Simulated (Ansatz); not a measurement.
Other settings, tried on [Cu(OH)2]- (CuO2H2⁻).

```yaml
crystal:
  periodic: [false, false, false]
  atoms:
    - {symbol: Cu, position_ang: [-0.187074, -0.093362, 0.003171]}
    - {symbol: O, position_ang: [-0.283753, 0.010916, 1.818370]}
    - {symbol: H, position_ang: [0.013574, 0.896601, 2.061118]}
    - {symbol: O, position_ang: [-0.211198, -0.257943, -1.809977]}
    - {symbol: H, position_ang: [0.668452, -0.556212, -2.072692]}
basis:
  gaussian: {orbitals: pcseg-2, final_grid: {core_spheres: 8, valence_spheres: 7, degree: 23}}
total_charge: -1
magnetization: {spin_polarized: false, initial_magnetization: 2}
hamiltonian: {xc: {name: PBE0}}
output: {forces: true}
```

```sh
$ ansatz run in.yaml --threads 4 --pin off --events-out ev --progress --plain --max-ram 3916MiB
```

Shortened log:

```
Functional definition: PBE0
  name "PBE0"
  cite "Adamo & Barone, J. Chem. Phys. 110, 6158 (1999) doi:10.1063/1.478522"
  cite "Perdew, Burke & Ernzerhof, Phys. Rev. Lett. 77, 3865 (1996) doi:10.1103/PhysRevLett.77.3865"
  parent pbe
  parameter a = 0.25
  parameter kappa = 0.804
  parameter beta = 0.06672455060314922
  exchange = (1 - a)*pbe_x(kappa = kappa, mu = beta*pi^2/3) + a*exact_x
  correlation = pbe_c(beta = beta)
931 factors; their error is unknown
mean field evaluation 1: about -48726.0530 eV, gradient 1.7e2 eV
mean field evaluation 2: about -48595.2645 eV, gradient 3.5e2 eV
mean field evaluation 4: about -48736.9322 eV, gradient 8.8e1 eV
mean field evaluation 8: about -48757.6074 eV, gradient 1.2e1 eV
mean field evaluation 16: about -48758.1171 eV, gradient 1.7e-1 eV
mean field evaluation 32: about -48758.1173 eV, gradient 1.4e-3 eV
mean field evaluation 64: about -48758.0424 eV, gradient 3.0e-1 eV
mean field evaluation 96: about -48729.4163 eV, gradient 7.1e1 eV
mean field evaluation 128: about -48757.7816 eV, gradient 3.5e0 eV
mean field -48758.11729268 eV, -1791.8277610669 hartree, gradient 7.6e-6 eV, S^2 2.000000; 8 other end points of the search recorded, 0 dependent functions left out
the calculation of the forces begins
reference -48758.11732364 eV, -1791.8277622048 hartree; 25, 23 occupied and 119, 121 virtual orbitals, 931 factors
Total energy: -48758.11732364 eV, -1791.8277622048 hartree
Atom 0 at    -0.187074    -0.093362     0.003171 Å, force     0.115893     0.057853    -0.001972 eV/Å
Atom 1 at    -0.283753     0.010916     1.818370 Å, force    -0.124526     0.020090     0.518897 eV/Å
Atom 2 at     0.013574     0.896601     2.061118 Å, force     0.031338     0.044126     0.144480 eV/Å
Atom 3 at    -0.211198    -0.257943    -1.809977 Å, force    -0.072872    -0.118607    -0.515506 eV/Å
Atom 4 at     0.668452    -0.556212    -2.072692 Å, force     0.050167    -0.003461    -0.145900 eV/Å
Dipole moment:     0.137271     0.068517    -0.002325 e Å
```

Hardware: 4 threads of Arm Neoverse V2 on a shared host. Wall time 8.5 s.

The highest occupied level of an anion often lies above zero with these methods, and sets without diffuse functions describe the outer electron poorly.

With spin_polarized false and unpaired electrons the run is restricted open-shell.

The dipole of an ion depends on the origin.
